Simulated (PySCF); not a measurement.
Geometry (Å), atoms numbered from 1 in this order:
```xyz
16

C    -2.4676    0.1893    0.0624
N    -1.0808   -0.1751    0.0038
C    -0.6037   -1.4519   -0.0063
C     0.7590   -1.4110   -0.0284
C     1.1389   -0.0433   -0.0279
C     2.4955    0.4573   -0.0476
N     2.9029    1.6538   -0.0492
C    -0.0391    0.6828   -0.0055
H    -2.5889    1.2214   -0.2633
H    -3.0530   -0.4591   -0.5902
H    -2.8534    0.0964    1.0818
H    -1.2729   -2.2898    0.0011
H     1.4261   -2.2495   -0.0460
H     3.2702   -0.3066   -0.0625
H     2.1575    2.3497   -0.0348
H    -0.1980    1.7443    0.0012
```

Gas phase, single conformer, non-relativistic Hamiltonian, averaged over atoms made equivalent by symmetry, fast rotation or ring inversion. σ from GIAO-PBE0/pcSseg-1; geometry: GFN2-xTB; PySCF.

References, each an isolated molecule treated in the same way: TMS for ¹³C (186.93 ppm), ¹H (31.72 ppm); ¹⁵N (267.73 ppm) against NH3.

```json
{"atoms": "H13", "nucleus": "¹H", "count": "1", "Hirshfeld charge": "0.05", "δ (ppm)": "6.44"}
{"atoms": "C4", "nucleus": "¹³C", "count": "1", "Hirshfeld charge": "-0.09", "δ (ppm)": "117.4"}
{"atoms": "H9/H10/H11", "nucleus": "¹H", "count": "3", "Hirshfeld charge": "0.06", "δ (ppm)": "?"}
{"atoms": "N2", "nucleus": "¹⁵N", "count": "1", "Hirshfeld charge": "0.00", "δ (ppm)": "179.2"}
{"atoms": "C8", "nucleus": "¹³C", "count": "1", "Hirshfeld charge": "-0.03", "δ (ppm)": "122.6"}
{"atoms": "H12", "nucleus": "¹H", "count": "1", "Hirshfeld charge": "0.05", "δ (ppm)": "?"}
{"atoms": "C3", "nucleus": "¹³C", "count": "1", "Hirshfeld charge": "-0.04", "δ (ppm)": "124.7"}
{"atoms": "H16", "nucleus": "¹H", "count": "1", "Hirshfeld charge": "0.05", "δ (ppm)": "6.91"}
{"atoms": "H15", "nucleus": "¹H", "count": "1", "Hirshfeld charge": "0.10", "δ (ppm)": "10.37"}
{"atoms": "H14", "nucleus": "¹H", "count": "1", "Hirshfeld charge": "0.04", "δ (ppm)": "8.26"}
{"atoms": "C5", "nucleus": "¹³C", "count": "1", "Hirshfeld charge": "-0.06", "δ (ppm)": "128.9"}
{"atoms": "C6", "nucleus": "¹³C", "count": "1", "Hirshfeld charge": "0.03", "δ (ppm)": "166.8"}
{"atoms": "C1", "nucleus": "¹³C", "count": "1", "Hirshfeld charge": "-0.05", "δ (ppm)": "?"}
{"atoms": "N7", "nucleus": "¹⁵N", "count": "1", "Hirshfeld charge": "-0.26", "δ (ppm)": "?"}
```

Question: Estimate the values marked ?.

Answer: 
- C1: 37.2 ppm, carbon bonded to N, 3 H
- H12: 6.51 ppm, hydrogen on a carbon bonded to C, N
- H9/H10/H11: 3.77 ppm, hydrogen on a carbon bonded to N
- N7: 325.9 ppm, nitrogen bonded to C, H

Exchangeable OH/NH protons stand at their gas-phase positions; hydrogen bonding in a real sample shifts them, mostly to higher δ. Shifts are as computed. Against solution values, carbons near 30 ppm lie about +3 ppm off and those near 130 ppm about +5 ppm (rms about the fit 2.1 ppm; single classes can miss by 10 ppm). Of 1328 compounds with measured shifts, 309 miss one by over three times the rms of a fit or turn the order of signals round; such compounds aren't used in these exercises. Signals without a measured value on file couldn't be tested in this way; 1H shifts scatter by 0.2 ppm about their fit, and single ones miss by 0.5 ppm. Experimental scales use liquid or dissolved standards, which lie at an offset from isolated NH3 (liquid NH3: subtract about 20 ppm). Unscaled 15N shifts of sp2 nitrogen often come out too high even then, by a few to some tens of ppm.
